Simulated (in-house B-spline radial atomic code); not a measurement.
A fraction x of an electron is removed from 4d in La⁵⁺, starting from [Kr] 4d10 5s2 5p4 and keeping the highest spin. Computed with a B-spline radial code for spherical atoms: scalar-relativistic (X2C) OLYP, spin-polarised, spherical fractional occupations, Fermi nucleus of rms radius 4.855 fm.

```csv
x,E(x) - E(0) (eV),4d down level (eV)
0,0.0000,-157.112
0.07,11.0554,-158.757
0.24,38.3848,-162.770
0.27,43.2785,-163.482
0.4,64.7319,-166.572
0.5,81.5085,-168.961
0.56,91.6892,-170.398
0.67,?,?
0.77,128.0028,-175.453
0.92,?,?
1,168.9978,-181.033
```

What belongs in the row x = 0.67?

An energy change of 110.5782 eV; 4d down at -173.041 eV.

What belongs in the row x = 0.92?

An energy change of 154.5930 eV; 4d down at -179.087 eV.

Check Janak's theorem between x = 0.07 and 0.24.

The slope of the energy is 160.76 eV; the orbital levels give 160.76 eV (-ε of the emptying orbital, averaged over the two points).
